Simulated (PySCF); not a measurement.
# Working out the ionisation energy of F⁺

F⁺ [He] 2s2 2p4 (3P) → F²⁺ [He] 2s2 2p3 (4S). Calculation: PySCF 2.14, in aug-cc-pCVQZ-DK; scalar relativity by spin-free X2C-1e. Frozen: nothing. Energies in hartree (1 hartree = 27.21139 eV):

```json
{"part": "UHF", "F⁺ (lower)": "-98.926436", "F²⁺ (upper)": "-97.699722"}
{"part": "MP2 opposite-spin", "F⁺ (lower)": "-0.176849", "F²⁺ (upper)": "-0.131820"}
{"part": "MP2 same-spin", "F⁺ (lower)": "-0.046217", "F²⁺ (upper)": "-0.039589"}
```

Problem. What does Hartree-Fock give?

Solution. (-97.699722) − (-98.926436) = 1.226714 hartree = 33.381 eV.

Problem. What do MP2 and SCS-MP2 (6/5 opposite-spin, 1/3 same-spin) give?

Solution. The opposite-spin parts differ by 1.225 eV and the same-spin parts by 0.180 eV. MP2: 33.381 + (1.225) + (0.180) = 34.786 eV. SCS-MP2: 33.381 + 1.2 × (1.225) + (0.180)/3 = 34.911 eV.

Measured between the centres of the two terms (NIST): 34.950 eV, so MP2 (valence and next inner shell) is off by -0.164 eV.

What remains against the reference includes basis incompleteness and correlation beyond second order.
